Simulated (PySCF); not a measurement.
**A computed series M(OH)3**

Computed with PySCF 2.14.0, TPSS, def2-SVP on the ligands, density fitting, scalar-relativistic core potentials, no spin-orbit coupling, vacuum. Each member is relaxed from one template within its symmetry. Distances are means of the shortest metal–ligand contacts, charges and spins Mulliken's; removal energies are rigid, with the ligand's formal charge and no counterpoise, so too large; for an anion taken off a cation in vacuum most of it is the attraction of opposite charges, and multiply charged cations can part far more cheaply with an electron moved from ligand to metal. lcecp potentials hold a fixed number of 4f electrons in the core, out of states, spins and gaps.

```
metal      basis on the metal      point group  M–OH (Å)  charge on M (e)  dipole (D)  removal of one OH (eV)  unstable modes (below −25 cm⁻¹)
   Ce  lcecp-1-SVP with ECP47              C3v     2.161             1.06        1.42                   10.65                        not given
   Ho  lcecp-1-SVP with ECP56  C3v, nearly D3h     2.045             0.96        0.08                   11.31                        not given
```

Task: What does the calculation give for Pr, lcecp-1-SVP with ECP48?

Result: point group: C3v, M–OH (Å): 2.144, charge on M (e): 1.02, dipole (D): 1.33, removal of one OH (eV): 10.72, unstable modes (below −25 cm⁻¹): not given.
```xyz
7

Pr    0.0000    0.0000   -0.3376
O     2.1056    0.0000    0.0655
H     3.0185    0.0000    0.3842
O    -1.0528    1.8235    0.0655
H    -1.5092    2.6141    0.3842
O    -1.0528   -1.8235    0.0655
H    -1.5092   -2.6141    0.3842
```

From Ce to Ho the M–OH distance shrinks by 0.12 Å, the lanthanide contraction, and the energy to remove one OH rises by 0.66 eV.

One start shape was tried for each, so a minimum needn't be the lowest isomer.
